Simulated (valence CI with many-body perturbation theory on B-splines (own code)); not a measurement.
The numbers below are computed, except where a source is named.
Pm21+: what each term of the Hamiltonian does

Method: valence CI with perturbative core correlation (CI+MBPT): four valence electrons over a frozen Dirac-Fock core [Kr], a basis of 9 s, 9 p, 10 d, 8 f, 5 g, 3 h, 1 i functions for each j, with the one-electron correlation potential Σ1, the two-electron term Σ2, the three-electron term Σ3, Breit, model QED; selected CI, second order for the rest (own B-spline code, finite nucleus).

No measured levels were compared; by estimate terms of the open shell hold to 2 to 4 % of their energy, and close levels can change places. Only levels of the ground parity were solved; by the run's estimate the other parity begins above the list, which can be wrong where configurations are misplaced.

Each rung adds one term. CI alone is the Dirac-Coulomb CI over the frozen core; QED comes last and gives the full result, which names the levels. Energies are above (4d3/2^4) J=0 on the same rung, in cm⁻¹.

Levels are named by their leading jj configuration (3d3/2^4 stands for four electrons in 3d with j = 3/2), which in mixed levels can hold well under half, so a name can repeat and another be missing. Letters in brackets count levels of one name in rising energy.

```tsv
Level	CI alone	Σ1	Σ2	Σ3	Breit	QED	Full
(4d3/2^3 4d5/2) J=1	27160	+420	-12	+576	-1098	+122	27169
(4d3/2^3 4d5/2) J=2	45203	+602	-332	+521	-1628	+171	44536
(4d3/2^3 4d5/2) J=3	55798	+639	-759	+212	-1760	+176	54306
(4d3/2^3 4d5/2) J=4	57244	+518	-1661	-233	-1554	+134	54448
(4d3/2^2 4d5/2^2) J=0 [a]	78835	+782	+692	-158	-1939	+224	78438
(4d3/2^2 4d5/2^2) J=4 [a]	85306	+850	-1993	+113	-2408	+238	82106
(4d3/2^2 4d5/2^2) J=3 [a]	93951	+777	-2470	-585	-2017	+212	89868
(4d3/2^2 4d5/2^2) J=2 [a]	94052	+704	-1410	-448	-1783	+193	91308
(4d3/2^2 4d5/2^2) J=5	102994	+898	-3733	-341	-2575	+238	97481
(4d3/2^2 4d5/2^2) J=1	102933	+889	-315	-237	-2237	+247	101281
(4d3/2^2 4d5/2^2) J=6	110924	+937	-4500	-355	-2866	+243	104382
(4d3/2^2 4d5/2^2) J=4 [b]	118454	+933	-3313	-1194	-2596	+248	112532
(4d3/2^2 4d5/2^2) J=2 [b]	119406	+906	-2292	-866	-2395	+246	115004
(4d3/2^2 4d5/2^2) J=3 [b]	122027	+855	-3497	-1232	-2275	+229	116107
(4d3/2 4d5/2^3) J=4 [a]	131690	+1201	-1634	-294	-3220	+335	128078
(4d3/2 4d5/2^3) J=3 [a]	141953	+1243	-1304	-638	-3206	+350	138398
(4d3/2^2 4d5/2^2) J=2 [c]	140478	+982	+461	-845	-2490	+272	138856
(4d3/2 4d5/2^3) J=5	152781	+1341	-2984	-683	-3741	+369	147083
(4d3/2 4d5/2^3) J=1 [a]	153053	+1234	-1283	-1244	-3099	+350	149012
```

The middle columns are the shifts that each term adds.

**Question.** How does the ionisation energy move along the ladder, and which term matters most?

**Answer.** CI alone 648.12, + Σ1 650.52, + Σ2 652.57, + Σ3 652.64, + Breit 652.36, + QED 652.40 eV. The largest step is Σ1, 2.39 eV. NIST lists 651 ± 4 eV (theoretical).
